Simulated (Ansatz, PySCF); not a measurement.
1,3-oxasiletane-2,4-dione (C₂H₂O₃Si), SMILES O=C1OC([SiH2]1)=O. Atoms are numbered in the order given.

```xyz
8

O      2.2347     0.0000    -0.6645
C      1.1137     0.0000    -0.2797
O      0.0000     0.0000    -1.1495
C     -1.1137     0.0000    -0.2797
O     -2.2347     0.0000    -0.6645
Si     0.0000     0.0000     1.3118
H      0.0000    -1.2347     2.1343
H      0.0000     1.2347     2.1343
```

Geometry: B3LYP-D3(BJ)/def2-SVP.

Two levels are set side by side: PBE-D3(BJ)/def2-SVP (Ansatz, a quantum-chemistry and plane-wave program) and B3LYP-D3(BJ)/def2-SVP (Ansatz). Each level has its own optimised geometry; the coordinates shown are those of the second. Frequencies come from the Hessian of PySCF at each geometry. Differences are taken from unrounded values.

| quantity | B3LYP-D3(BJ) | PBE-D3(BJ) | PBE-D3(BJ) minus B3LYP-D3(BJ) |
|---|---|---|---|
| mean bond length (Å) | 1.506 | 1.517 | 0.011 |
| bond O1–C2 (Å) | 1.185 | 1.194 | 0.009 |
| bond C2–O3 (Å) | 1.413 | 1.428 | 0.014 |
| bond C2–Si6 (Å) | 1.943 | 1.949 | 0.007 |
| bond O3–C4 (Å) | 1.413 | 1.428 | 0.014 |
| bond C4–O5 (Å) | 1.185 | 1.194 | 0.009 |
| bond C4–Si6 (Å) | 1.943 | 1.949 | 0.007 |
| bond Si6–H7 (Å) | 1.484 | 1.498 | 0.014 |
| bond Si6–H8 (Å) | 1.484 | 1.498 | 0.014 |
| highest harmonic wavenumber (cm⁻¹) | 2277 | 2212 | -65 |
| mean harmonic wavenumber (cm⁻¹) | 939 | 902 | -38 |
| zero-point energy (kcal/mol) | 24.17 | 23.20 | -0.97 |

GGA bonds tend to be longer and softer than those of functionals with exact exchange. Differences between two approximate levels are no errors against the true value.
